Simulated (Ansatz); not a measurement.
A structure relaxed at PBE0-D4/def2-TZVP, charge 0, multiplicity 1:

```tsv
atom	x (Å)	y (Å)	z (Å)
C1	0.696	-0.612	1.811
C2	-0.418	-1.292	1.515
C3	-1.303	-1.155	0.355
C4	-1.918	-2.291	-0.173
C5	-2.774	-2.200	-1.259
C6	-3.049	-0.964	-1.824
C7	-2.467	0.178	-1.290
C8	-1.605	0.085	-0.212
C9	1.417	0.377	1.003
C10	1.556	0.254	-0.380
C11	2.267	1.193	-1.106
C12	2.857	2.275	-0.465
C13	2.745	2.399	0.911
C14	2.041	1.453	1.637
H15	1.148	-0.820	2.778
H16	-0.729	-2.047	2.232
H17	-1.710	-3.258	0.271
H18	-3.232	-3.096	-1.660
H19	-3.724	-0.888	-2.669
H20	-2.693	1.150	-1.713
H21	-1.163	0.982	0.204
H22	1.106	-0.591	-0.886
H23	2.367	1.078	-2.179
H24	3.413	3.009	-1.036
H25	3.212	3.233	1.422
H26	1.961	1.549	2.715
```

(1) Give its formula and SMILES.

(2) Point group (tolerance 0.08 Å, 0.16 Å for H)?

(3) Summarise the bond lengths by kind.

## Answers

(1) C14H12, `C(=C/c1ccccc1)/c1ccccc1`.

(2) C2.

(3) 15 × C–C 1.338 to 1.466 Å; 12 × C–H 1.083 to 1.088 Å.

Results of the Gaussian-basis code of Ansatz.
